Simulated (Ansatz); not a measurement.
A short molecular-dynamics run on the cluster BeBr₂⁺.

```yaml
crystal:
  periodic: [false, false, false]
  atoms:
    - {symbol: Be, position_ang: [0.000673, 0.000458, 0.000177]}
    - {symbol: Br, position_ang: [0.219135, 0.455187, -1.914923]}
    - {symbol: Br, position_ang: [-0.219808, -0.455655, 1.914746]}
basis:
  gaussian: {orbitals: def2-SVP}
total_charge: 1
magnetization: {spin_polarized: true, initial_magnetization: 1}
hamiltonian: {xc: {name: BLYP}}
md: {timestep: 0.5 fs, n_steps: 15, ensemble: nve, temperature: 300, initial_velocities: maxwell_boltzmann, seed: 77}
scf: {omitted_lower_state_checks: [starts]}
```

```sh
$ ansatz run in.yaml --threads 4 --pin off --events-out ev --progress --plain --max-ram 3916MiB
```

| step | time (fs) | potential energy (eV) | kinetic (eV) | T (K) | conserved (eV) |
| --- | --- | --- | --- | --- | --- |
| 0 | 0.0 | -140470.9685 | 0.0388 | 300 | -140470.9297 |
| 1 | 0.5 | -140470.9679 | 0.0381 | 295 | -140470.9297 |
| 2 | 1.0 | -140470.9671 | 0.0374 | 289 | -140470.9297 |
| 3 | 1.5 | -140470.9663 | 0.0365 | 282 | -140470.9297 |
| 4 | 2.0 | -140470.9653 | 0.0355 | 275 | -140470.9297 |
| 5 | 2.5 | -140470.9642 | 0.0344 | 266 | -140470.9297 |
| 6 | 3.0 | -140470.9630 | 0.0332 | 257 | -140470.9297 |
| 7 | 3.5 | -140470.9617 | 0.0320 | 247 | -140470.9297 |
| 8 | 4.0 | -140470.9604 | 0.0307 | 237 | -140470.9297 |
| 9 | 4.5 | -140470.9591 | 0.0293 | 227 | -140470.9297 |
| 10 | 5.0 | -140470.9577 | 0.0280 | 216 | -140470.9297 |
| 11 | 5.5 | -140470.9564 | 0.0266 | 206 | -140470.9297 |
| 12 | 6.0 | -140470.9551 | 0.0253 | 196 | -140470.9297 |
| 13 | 6.5 | -140470.9538 | 0.0241 | 186 | -140470.9297 |
| 14 | 7.0 | -140470.9527 | 0.0229 | 177 | -140470.9297 |
| 15 | 7.5 | -140470.9516 | 0.0219 | 169 | -140470.9297 |

Velocities are drawn at the set temperature; a run this short doesn't reach equilibrium.

Frames (Å, forces in eV/Å):

```xyz
3
time=0.0 fs
Be    0.001    0.000    0.000    0.000    0.000    0.000
Br    0.219    0.455   -1.915    0.042    0.086   -0.362
Br   -0.220   -0.456    1.915   -0.041   -0.086    0.362
3
time=0.5 fs
Be    0.003    0.002   -0.001   -0.007   -0.013    0.053
Br    0.219    0.455   -1.914    0.046    0.095   -0.399
Br   -0.220   -0.456    1.914   -0.039   -0.082    0.346
3
time=1.0 fs
Be    0.005    0.004   -0.003   -0.014   -0.026    0.105
Br    0.219    0.455   -1.913    0.051    0.104   -0.435
Br   -0.220   -0.456    1.913   -0.037   -0.078    0.330
3
time=1.5 fs
Be    0.007    0.006   -0.004   -0.020   -0.039    0.158
Br    0.219    0.454   -1.913    0.055    0.113   -0.472
Br   -0.220   -0.455    1.913   -0.035   -0.074    0.314
3
time=2.0 fs
Be    0.009    0.008   -0.006   -0.027   -0.052    0.209
Br    0.218    0.454   -1.912    0.059    0.122   -0.508
Br   -0.220   -0.455    1.912   -0.032   -0.070    0.299
3
time=2.5 fs
Be    0.011    0.009   -0.007   -0.033   -0.064    0.259
Br    0.218    0.454   -1.911    0.063    0.130   -0.544
Br   -0.220   -0.455    1.912   -0.030   -0.066    0.285
3
time=3.0 fs
Be    0.014    0.011   -0.008   -0.039   -0.076    0.308
Br    0.218    0.454   -1.910    0.067    0.138   -0.579
Br   -0.220   -0.455    1.911   -0.028   -0.062    0.271
3
time=3.5 fs
Be    0.016    0.013   -0.009   -0.045   -0.087    0.355
Br    0.218    0.453   -1.910    0.071    0.146   -0.613
Br   -0.220   -0.455    1.910   -0.026   -0.059    0.258
3
time=4.0 fs
Be    0.018    0.015   -0.011   -0.050   -0.098    0.400
Br    0.218    0.453   -1.909    0.074    0.154   -0.646
Br   -0.220   -0.455    1.910   -0.024   -0.056    0.246
3
time=4.5 fs
Be    0.020    0.016   -0.012   -0.055   -0.109    0.442
Br    0.217    0.453   -1.908    0.078    0.161   -0.678
Br   -0.220   -0.455    1.909   -0.022   -0.053    0.236
3
time=5.0 fs
Be    0.022    0.018   -0.012   -0.060   -0.118    0.481
Br    0.217    0.453   -1.908    0.081    0.168   -0.708
Br   -0.220   -0.455    1.909   -0.021   -0.050    0.227
3
time=5.5 fs
Be    0.024    0.020   -0.013   -0.064   -0.127    0.517
Br    0.217    0.452   -1.907    0.084    0.174   -0.735
Br   -0.220   -0.455    1.908   -0.019   -0.048    0.219
3
time=6.0 fs
Be    0.026    0.021   -0.014   -0.068   -0.135    0.549
Br    0.217    0.452   -1.906    0.086    0.180   -0.761
Br   -0.220   -0.455    1.908   -0.018   -0.046    0.212
3
time=6.5 fs
Be    0.028    0.023   -0.014   -0.072   -0.141    0.577
Br    0.217    0.452   -1.906    0.088    0.186   -0.785
Br   -0.220   -0.455    1.907   -0.017   -0.044    0.208
3
time=7.0 fs
Be    0.030    0.024   -0.014   -0.075   -0.147    0.601
Br    0.216    0.452   -1.905    0.090    0.190   -0.806
Br   -0.220   -0.455    1.907   -0.016   -0.043    0.204
3
time=7.5 fs
Be    0.032    0.026   -0.015   -0.077   -0.152    0.621
Br    0.216    0.452   -1.905    0.092    0.194   -0.824
Br   -0.220   -0.455    1.906   -0.015   -0.042    0.203
```

Run time 19 s (4 threads of AMD EPYC 9B45 on a shared host).
